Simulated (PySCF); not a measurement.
C7H12N (doublet state).
Structure used (GFN2-xTB), in Å, numbered top down from 1:
```xyz
20
C7H12N angstrom
C     -1.002    2.267   -0.266
C     -0.285    1.104   -0.106
C      0.971    0.943   -0.658
C      1.817   -0.267   -0.494
C      1.010   -1.479   -0.038
C      0.081   -1.083    1.103
C     -0.942   -0.039    0.652
N     -1.991   -0.692   -0.131
H     -1.972    2.393    0.182
H     -0.609    3.092   -0.832
H      1.403    1.769   -1.205
H      2.595   -0.050    0.251
H      2.341   -0.483   -1.430
H      1.684   -2.275    0.286
H      0.422   -1.866   -0.873
H      0.674   -0.669    1.922
H     -0.459   -1.955    1.473
H     -1.441    0.370    1.540
H     -2.702   -0.014   -0.386
H     -1.601   -1.056   -0.994
```

The hyperfine couplings belong to this conformer and change with its torsions.

The species is `C=C1[CH]CCC[C@@H]1N` [radical].

Computed, not measured: UKS B3LYP, pcH-1 on C H N, non-relativistic, mean-field spin-orbit, GIAO in PySCF 2.14.0. One conformer (not necessarily the lowest) at the GFN2-xTB geometry, without solvent, vibrations or thermal averaging. The geometry wasn't refined by DFT: couplings that depend on bond lengths, twists or pyramidal angles can differ widely from those at the functional's own minimum. No stability test was run, so a lower SCF solution isn't excluded. ⟨S²⟩ is 0.776 where a pure state has 0.75.

Largest spin populations (Mulliken): C1 (+0.70), C3 (+0.63) and C2 (-0.25). The positive populations add up to 1.40 and the negative ones to -0.40, together 2S = 1. The angles at C1 add up to 360.0°, so it is planar; its axial dipolar tensor and the negative couplings of its protons fit spin in a p orbital normal to that plane.

**Question.** McConnell's relation a(H) = Q·ρ ties the coupling of a proton on a planar π carbon to the spin population of that carbon. What Q do the computed values give?

**Answer.** 
| H | C | ρ(C) | a(H) (G) | a/ρ (G) |
| --- | --- | --- | --- | --- |
| H9 | C1 | +0.696 | -15.07 | -21.7 |
| H10 | C1 | +0.696 | -14.41 | -20.7 |
| H11 | C3 | +0.632 | -13.53 | -21.4 |

A least-squares line through the origin gives Q = -21.3 G with Mulliken populations. In every row coupling and population have opposite signs.

**Question.** How do the β-proton couplings of this frozen conformer go with θ, the angle between the C–H bond and the normal to the plane of the spin centre's three neighbours, both seen down the bond from centre to carbon?

**Answer.** 
```json
{"β H": "H12", "on": "C4", "centre": "C3", "θ (°)": "14", "cos²θ": "0.94", "a (G)": "+33.27"}
{"β H": "H13", "on": "C4", "centre": "C3", "θ (°)": "50", "cos²θ": "0.41", "a (G)": "+16.14"}
```

Couplings in gauss use g_iso = 2.0027.

Time: 68 s of wall time (grids of density and orbitals included); peak memory 1.0 GiB. Hardware: one thread, INTEL XEON PLATINUM 8581C at 2.30 GHz (x86_64) (shared host).
